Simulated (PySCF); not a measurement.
# Radial density of Cr²⁺ (chromium, charge +2)

UHF, [Ar] 3d4, high-spin 5D determinant. Calculation: PySCF 2.14, in jorge-DZP-DKH; the spin-free X2C one-electron Hamiltonian (Gaussian nucleus).

| r (bohr) | 4πr²ρ (e/bohr) | 4πr²(ρα − ρβ) |
| --- | --- | --- |
| 0.000833 | 0.1141 | 0.0000 |
| 0.00140 | 0.3005 | 0.0000 |
| 0.00236 | 0.7493 | -0.0001 |
| 0.00397 | 1.836 | -0.0003 |
| 0.00667 | 4.316 | -0.0006 |
| 0.0112 | 9.382 | -0.0012 |
| 0.0189 | 17.76 | -0.0023 |
| 0.0317 | 26.63 | -0.0035 |
| 0.0534 | 27.90 | -0.0053 |
| 0.0898 | 22.05 | -0.0098 |
| 0.151 | 27.51 | 0.0243 |
| 0.254 | 28.61 | 0.3903 |
| 0.427 | 11.46 | 1.5806 |
| 0.719 | 13.10 | 3.0982 |
| 1.21 | 7.722 | 2.5271 |
| 2.03 | 1.084 | 0.7062 |
| 3.42 | 0.06123 | 0.0595 |
| 5.76 | 0.0001280 | 0.0001 |

Densities and radii are taken from the X2C orbitals without a picture-change correction, which distorts them close to the nucleus.

Q: Where is the radial spin density 4πr²(ρα − ρβ) most negative, and why is it negative at all?

A: Around r = 0.0898 bohr, down to -0.0098 e/bohr: exchange with the open shell polarises the paired shells in an unrestricted calculation.
